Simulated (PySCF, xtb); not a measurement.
MgH₂, SMILES [MgH2].

GFN2-xTB run with xtb 6.7.1 at its own geometry gives an orbital gap of 4.78 eV and a dipole moment of 0.00 D.

Coordinates come from a PBE0-D3(BJ)/def2-TZVPD optimisation.

Task: What does ωB97X/def2-TZVPD in PySCF give? (Estimate from the structure and the level; the computed values follow.)

Result: gap 10.40 eV (levels -9.63 and 0.77 eV), dipole 0.00 D.
